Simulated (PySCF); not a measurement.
Potential energy of HI along the bond

Set-up: H cc-pVTZ, I cc-pVTZ-PP with ECP28; scalar-relativistic core potentials (PySCF 2.14). Energies in eV from H + I in their ground configurations at the same level. State: ¹Σ⁺ (singlet), closed shell.

All columns are r²SCAN. A positive dipole means H(−)I(+).

| R (Å) | E (eV) | μ (D) | Mulliken charge on H (basis-dependent) | HOMO (eV) | LUMO (eV) | Mayer bond order | ⟨S²⟩ |
| --- | --- | --- | --- | --- | --- | --- | --- |
| 1.391 | -2.676 | -0.57 | 0.16 | -7.12 | 0.07 | 1.01 | 0.00 |
| 1.456 | -3.067 | -0.55 | 0.14 | -7.10 | -0.34 | 1.02 | 0.00 |
| 1.521 | -3.289 | -0.55 | 0.12 | -7.08 | -0.77 | 1.02 | 0.00 |
| 1.569 | -3.371 | -0.54 | 0.11 | -7.07 | -1.08 | 1.02 | 0.00 |
| 1.618 | -3.395 | -0.54 | 0.10 | -7.06 | -1.40 | 1.02 | 0.00 |
| 1.667 | -3.373 | -0.54 | 0.10 | -7.05 | -1.71 | 1.02 | 0.00 |
| 1.731 | -3.287 | -0.55 | 0.09 | -7.04 | -2.11 | 1.02 | 0.00 |
| 1.812 | -3.113 | -0.55 | 0.09 | -7.02 | -2.60 | 1.02 | 0.00 |
| 1.909 | -2.842 | -0.57 | 0.09 | -7.01 | -3.14 | 1.01 | 0.00 |
| 2.039 | -2.421 | -0.59 | 0.10 | -7.00 | -3.79 | 1.01 | 0.00 |

A fit through these points gives, at Re = 1.617 Å, μ = -0.54 D and dμ/dR = 0.00280 D/Å; the reduced mass is 0.9999 u.

How strong is the fundamental in the double-harmonic approximation, I = 42.26·(dμ/dR)²/μred km/mol?

I = 42.26·(0.00280)²/0.9999 = 0.000331 km/mol at r²SCAN.

These are scalar-relativistic numbers at best; spin–orbit coupling would shift them, the dissociation energy most.
